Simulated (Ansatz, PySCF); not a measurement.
Caution: the highest occupied level lies above zero, so the state may not be bound. This singlet lies 1.45 eV below the relaxed triplet at the level frozen-core CCSD(T)/aug-cc-pVTZ // B3LYP-D3(BJ)/def2-TZVPD (Ansatz, an electronic-structure program).

B3LYP has the VWN-RPA correlation part, as in Gaussian. 

## H$_{2}$BOS, SMILES `O[B-]S` (lower singlet; H–O–B–S torsion 0°, O–B–S–H torsion 180°) (charge -1, multiplicity 1)

The numbers are results of B3LYP-D3(BJ)/def2-TZVPD in PySCF 2.14.0, not measurements.

```json
{
  "HOMO": "0.64 eV",
  "total_energy": "-499.5798 Ha",
  "cost": "very roughly 16 core-seconds"
}
```

```xyz
5

O     -1.5003     0.2480    -0.1476
B     -0.2454     0.5915    -0.6230
S      1.0900    -0.4512     0.4022
H     -1.5283    -0.4124     0.5722
H      2.1840     0.0241    -0.2038
```
Charge -1, spin multiplicity 1.
